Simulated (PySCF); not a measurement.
**From a computed spectrum to the compound**

A species of 4 atoms with charge 2 has these harmonic modes (PBE, small Gaussian bases with core potentials, PySCF 2.14.0):

```tsv
cm⁻¹	km/mol	symmetry
90	6.0	b1
97	7.4	b2
102	7.8	a1
535	0.0	a1
583	0.1	b2
584	0.3	a1
```

(1) Which species is it, and in which structure?

Results:

(1) [BiF3]2+ (singlet):
```xyz
4

Bi   -0.0095    0.0000    0.0000
F     1.9923   -0.0029    0.0000
F    -0.9412    1.7717    0.0000
F    -0.9463   -1.7689    0.0000
```
Ideal gas at 298.15 K and 1 bar: S = 333.9 J/(mol K), Cp = 71.6 J/(mol K), H − H(0 K) = 17.2 kJ/mol (rigid rotor, harmonic modes, spin degeneracy alone). 
 This is one of several that fit.
